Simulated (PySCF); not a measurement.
# ZnS: from constants to spectrum

RHF-CCSD(T) constants of ZnS, ¹Σ⁺ (singlet), closed shell (PySCF, no relativity, basis sets Zn def2-TZVPPD, S def2-TZVPPD; masses 63.9291 and 31.9721 u):

* ωe: 444.8 cm⁻¹
* ωexe: 1.91 cm⁻¹
* Be: 0.18317 cm⁻¹
* αe: 0.00102 cm⁻¹
* D (centrifugal): 1.24e-07 cm⁻¹
* De to Zn + S: 1.33 eV

(1) Estimate the standard entropy (1 bar) and heat capacity of the ideal gas at 298.15 K, rigid rotor with B0 and harmonic oscillator at the fundamental.

Correlated steps freeze 10 core orbitals. Where the molecule has an RHF reference, its open-shell atoms are computed with UHF. The CCSD T1 diagnostic is raised, a sign that a single reference may not be enough here.

Results:

(1) Translation (Sackur–Tetrode, M = 95.90 u): 165.8 J/(mol K). Rotation: q = kT/(σB0) = 1130 with σ = 1, 66.8. Vibration: x = hcν0/kT = 2.13, 3.45. S° = 236.0 J/(mol K); Cp = 7R/2 + 5.78 = 34.9 J/(mol K).
